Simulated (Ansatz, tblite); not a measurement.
Removing and adding an electron: (Cl2Al-mu-PH2)3 (Al₃P₃H₆Cl₆). Charge 0, multiplicity 1. Geometry: PBE-D4/def2-SVP. Ansatz, gas phase; energy differences of separate SCF runs; the oxidised species was run as a doublet alone; the reduced species was run as a doublet alone.

| atom | x (Å) | y (Å) | z (Å) |
| --- | --- | --- | --- |
| Al1 | -1.125 | 1.238 | 1.551 |
| Cl2 | -1.971 | 2.184 | -0.173 |
| Cl3 | -1.767 | 1.764 | 3.502 |
| P4 | 1.230 | 1.607 | 1.186 |
| Al5 | 2.218 | 0.192 | -0.499 |
| Cl6 | 3.905 | 1.069 | -1.438 |
| Cl7 | 2.390 | -1.665 | 0.546 |
| P8 | 0.382 | -0.157 | -2.023 |
| Al9 | -1.312 | -1.705 | -1.256 |
| Cl10 | -0.511 | -3.646 | -1.563 |
| Cl11 | -3.230 | -1.213 | -2.016 |
| P12 | -1.353 | -1.119 | 1.093 |
| H13 | 1.406 | 2.997 | 0.914 |
| H14 | 2.008 | 1.469 | 2.374 |
| H15 | 0.945 | -0.664 | -3.235 |
| H16 | -0.171 | 1.077 | -2.476 |
| H17 | -0.441 | -1.895 | 1.867 |
| H18 | -2.603 | -1.533 | 1.646 |

The xTB rows come from tblite. HOMO above LUMO, or a gap near zero within one spin, warns that the state may not be the lowest or that an electron is smeared out.

```json
{"level": "GFN1-xTB", "−HOMO (eV)": "11.83", "vertical IE (eV)": "13.75", "−LUMO (eV)": "7.92", "vertical EA (eV)": "6.16", "HOMO–LUMO gap (eV)": "3.91", "IE − EA (eV)": "7.58", "remarks": "–"}
{"level": "GFN2-xTB", "−HOMO (eV)": "10.93", "vertical IE (eV)": "12.73", "−LUMO (eV)": "7.10", "vertical EA (eV)": "5.35", "HOMO–LUMO gap (eV)": "3.83", "IE − EA (eV)": "7.38", "remarks": "–"}
{"level": "PBE-D4/def2-SVP", "−HOMO (eV)": "7.04", "vertical IE (eV)": "8.97", "−LUMO (eV)": "2.21", "vertical EA (eV)": "0.37", "HOMO–LUMO gap (eV)": "4.83", "IE − EA (eV)": "8.60", "remarks": "HOMO above zero (-1 doublet), gap within one spin near zero (-1 doublet)"}
{"level": "PBE0-D4/def2-SVP", "−HOMO (eV)": "8.32", "vertical IE (eV)": "9.72", "−LUMO (eV)": "1.50", "vertical EA (eV)": "0.23", "HOMO–LUMO gap (eV)": "6.82", "IE − EA (eV)": "9.49", "remarks": "HOMO above zero (-1 doublet)"}
```

   A HOMO above zero means that the electron is unbound at that level or that self-interaction error raises the level; the energy of removing that electron tells which. Raw xTB energy differences between charge states are shifted by several eV; the methods need an empirical correction for them. Sets without diffuse functions give affinities that are too small.
